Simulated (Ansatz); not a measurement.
Two isomers of C3H4OSi: A = `O=C=C=C[SiH3]`, B = `C#CC(=O)[SiH3]`.

Program: Ansatz. Geometries: PBE0-D4/def2-TZVP. ΔE: electronic, gas phase. CBS: MP2 limit from def2 TZ/QZ plus the TZ coupled-cluster correction, frozen cores. DFT in def2-TZVPP. B3LYP here is the variant with VWN-RPA as its local correlation; programs differ in this.

Task: Which isomer does CCSD(T)/CBS put lower? Give the gap. (Estimate.)

Result: Computed: A, by 4.6 kcal/mol.

Task: Give E(B) − E(A) in kcal/mol with B3LYP-D4, MP2/def2-TZVPP, B3LYP, BLYP-D4, CCSD/def2-TZVPP, ωB97M-V, CCSD(T)/def2-TZVPP. (Estimate.)

Result: Computed: B3LYP-D4 9.0, MP2/def2-TZVPP 4.8, B3LYP 9.3, BLYP-D4 10.6, CCSD/def2-TZVPP 3.4, ωB97M-V 6.0, CCSD(T)/def2-TZVPP 5.1. None reverses the order clearly.

Task: Does the order hold for the free energy at 298.15 K (harmonic terms from PBE0-D4)? (An estimate is asked.)

Result: Computed: Yes: G(B) − G(A) = +3.8 kcal/mol. Modes under 60 cm⁻¹, often nearly free rotors, make the harmonic entropy too high.

Largest T1 diagnostic: 0.017.

In def2-TZVPP, CCSD(T) changes the Hartree–Fock value by +3.2 kcal/mol (the triples alone add +1.6 kcal/mol) and MP2 by +3.0 kcal/mol. From BLYP to BHLYP (50 % exact exchange), in def2-TZVPP and without D4, E(B) − E(A) moves by −4.4 kcal/mol.
